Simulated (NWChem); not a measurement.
Lowest excitation of BCl$_{2}$F

```
B
F 1 1.3139
Cl 1 1.7516 2 119.12
Cl 1 1.7516 2 119.12 3 180.00
```
Charge 0, spin multiplicity 1.

The numbers come from NWChem runs, not from measurements. The geometry was optimised at B3LYP/def2-SVP, a minimum by its harmonic frequencies.

Basis set: 6-31+G*.

```
method           lowest vertical singlet excitation energy (eV)  relative cost  difference from EOM-CCSD
---------------  ----------------------------------------------  -------------  ------------------------
TDA-LDA (SVWN5)                                            5.88              1                     -1.46
TD-B3LYP                                                   6.52              6                     -0.83
CIS                                                        8.67              4                     +1.32
TD-PBE                                                     6.01        under 3                     -1.34
EOM-CCSD                                                   7.34             10                      0.00
```

The values span 2.79 eV, from TDA-LDA (SVWN5) (lowest) to CIS (highest). Costs are rough ratios of processor time within this set of runs, SCF included, with TDA-LDA (SVWN5) as 1.

The correlated methods keep 12 core orbitals frozen. B3LYP has NWChem's definition, with VWN1-RPA local correlation. The Pople sets run with spherical d functions. The structure started from a generated list of species. Differences from the coupled-cluster row are differences between methods, not errors against experiment.
